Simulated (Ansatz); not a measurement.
Clusters of 6 atoms, halide: PBE0-D4/def2-TZVPD single points in Ansatz on relaxed structures, gas phase. Each cluster is the lowest isomer that a short search found in that spin, judged at the geometry's level, and lower ones may exist. Core potentials for Cs, Rb, Sn, no spin–orbit coupling. HOMO and LUMO are taken over both spins. A negative affinity means that the extra electron isn't bound at that geometry and level; within about 0.2 eV of zero the sign isn't settled. Binding counts from free atoms in the multiplicity of their measured ground term, without zero-point energy. Singlets are spin-restricted. The spins of the ions were chosen, not always searched. A dash marks a value that wasn't run or was left out as unsound. The structures are stationary points that may keep the symmetry of their start. Remarks come from the PBE and PBE0 runs and from stability tests at other levels; not every state was tested. A HOMO above zero means that the electron is unbound at that level and held by the basis, or that self-interaction error raises the level; the energy of removing that electron tells which. HOMO above LUMO (over both spins in singlets and doublets, within one spin in higher multiplets; at PBE or PBE0), or a gap under 0.15 eV within one spin, warns that the state may not be the lowest or that an electron is smeared out.

```
species  atoms    state             geometry  HOMO (eV)  LUMO (eV)  gap (eV)  vertical EA (eV)  binding per atom (eV)  point group (within 0.1 Å)                                                                                                                remarks
Li3Br3⁻      6  doublet  r2SCAN-D4/def2-SVPD       0.19          –         –                 –                      –                          Cs                                                                                         HOMO above zero at PBE or PBE0
 K3Br3⁻      6  doublet     PBE-D4/def2-SVPD       0.05          –         –                 –                      –                          Cs                                                                                         HOMO above zero at PBE or PBE0
 Sn2Cl4      6  singlet      PBE-D4/def2-SVP      -7.89      -2.49      5.40              1.12                   2.90                          Cs                                                                                           HOMO above zero (-1 doublet)
  Cs3H3      6  singlet     PBE-D4/def2-TZVP      -4.03      -0.20      3.83              0.17                   1.31                           –  HOMO above zero (-1 doublet), gap within one spin near zero at PBE or PBE0 (-1 doublet), HOMO above LUMO (-1 doublet)
 Cs3Cl3      6  singlet     PBE0-D4/def2-SVP      -6.11      -0.98      5.13              0.40                   2.69                         C2v                                                                                           HOMO above zero (-1 doublet)
  Cu3H3      6  singlet      PBE-D4/def2-SVP      -6.58      -1.22      5.37             -0.07                   2.00                         D3h  HOMO above zero (-1 doublet), gap within one spin near zero at PBE or PBE0 (-1 doublet), HOMO above LUMO (-1 doublet)
  Sn2F4      6  singlet     PBE0-D4/def2-SVP      -8.33      -2.15      6.18              0.67                   3.67                         C2h                                                                                           HOMO above zero (-1 doublet)
Rb3Cl3⁻      6  doublet    PBE0-D4/def2-SVPD       0.16          –         –                 –                      –                          Cs                                                                                         HOMO above zero at PBE or PBE0
```

The gap (eV) runs from 3.83 (Cs3H3) to 6.18 (Sn2F4). The vertical EA (eV) runs from -0.07 (Cu3H3) to 1.12 (Sn2Cl4).
